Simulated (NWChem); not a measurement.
# C2H5ITe; SMILES CC[Te]I

```xyz
9

Te     0.6437     1.0558    -0.0396
I     -0.0075    -1.5805     0.0068
C     -1.2963     1.7920     0.5969
C     -2.4230     1.5659    -0.3861
H     -1.0952     2.8638     0.7651
H     -1.4891     1.3353     1.5780
H     -2.5822     0.4929    -0.5728
H     -2.2247     2.0514    -1.3530
H     -3.3643     1.9763     0.0167
```
Atoms are numbered in this order, from 1.

All runs: NWChem. Geometry: optimised at PBE0/def2-SVP. No frequency run checked for a minimum. def2 effective core potentials on Te, I; no spin-orbit coupling.

For level N12/def2-SVP:

```yaml
highest occupied level (eV): -4.60
dipole (D): 1.98
```

Task: How do the values read with level LDA (Slater exchange, PW92)/def2-SVP instead?

Result: 
| Item | Value |
|---|---|
| highest occupied level (eV) | -5.04 |
| dipole (D) | 2.17 |
